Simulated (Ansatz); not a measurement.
Consider the redistribution: `[NH2][GeH2][NH2]` + `N=C[SiH2]N` → `[NH2][GeH]([NH2])[NH2]` + `N=C[SiH3]`.

Computed with Ansatz on PBE0-D4/def2-TZVP structures; ΔE is electronic, products minus reactants. CCSD(T)/CBS adds triple-zeta CCSD(T) − MP2 to the extrapolated MP2 energy (def2 sets, frozen cores). For Ge outer-core shells are correlated without core-valence functions, which leaves a few kJ/mol of doubt a bond. Scalar relativity is left out up to krypton. One conformer a species, not always the lowest.

`[NH2][GeH2][NH2]`:

```xyz
9

N    -0.290    0.943   -1.183
Ge    0.046   -0.556   -0.184
N     0.205    0.087    1.524
H    -1.159    1.407   -0.962
H    -0.223    0.818   -2.183
H     1.311   -1.185   -0.813
H    -1.081   -1.613   -0.113
H     0.207   -0.615    2.250
H     0.985    0.714    1.664
```

`N=C[SiH2]N`:

```xyz
10

N     0.464    1.668   -0.662
C    -0.603    1.009   -0.458
Si   -0.496   -0.736    0.272
N     1.087   -1.296    0.607
H     0.268    2.590   -1.058
H    -1.597    1.426   -0.696
H    -1.140   -1.652   -0.708
H    -1.284   -0.726    1.535
H     1.703   -1.446   -0.178
H     1.597   -0.836    1.346
```

`[NH2][GeH]([NH2])[NH2]`:

Z-matrix (Å, degrees):
```
Ge
N 1 1.834
N 1 1.829 2 101.7
N 1 1.834 2 108.1 3 122.2
H 1 1.544 2 118.7 3 -117.5
H 2 1.011 1 114.4 3 51.6
H 2 1.010 1 115.3 3 179.6
H 3 1.010 1 114.5 2 179.6
H 3 1.011 1 113.3 2 54.1
H 4 1.009 1 115.8 2 102.6
H 4 1.010 1 115.8 2 -28.1
```

`N=C[SiH3]`:

Cartesian coordinates in Å:
```
N -0.800 1.470 -0.363
C -0.629 0.214 -0.425
Si 0.811 -0.583 0.502
H -1.612 1.766 -0.909
H -1.300 -0.438 -1.009
H 1.676 -1.299 -0.473
H 0.272 -1.589 1.457
H 1.581 0.458 1.220
```

```tsv
species	HF/def2-QZVPP energy (Eh)
`[NH2][GeH2][NH2]`	-2187.88228
`N=C[SiH2]N`	-439.28673
`[NH2][GeH]([NH2])[NH2]`	-2242.96786
`N=C[SiH3]`	-384.18854
```

(1) Work out ΔE.

Largest T1 diagnostic among the species: 0.012.

## Answers

(1) ΔE = (-2242.96786) + (-384.18854) − (-2187.88228) − (-439.28673) = 0.01261 Eh = +33.1 kJ/mol. CCSD(T)/CBS gives +28.8 kJ/mol.

At CCSD(T), def2-SVP lies −6.4 kJ/mol from the extrapolated value and def2-TZVPP −2.5 kJ/mol. Leaving LDA and LC-ωPBE aside and taking each functional with its dispersion term where it has one, the values, not all of them listed here, spread over 8.1 kJ/mol, from revPBE-D4 to B97M-V. In def2-TZVPP, CCSD(T) changes the Hartree–Fock value by −5.8 kJ/mol (the triples alone add −1.1 kJ/mol) and MP2 by −4.8 kJ/mol.
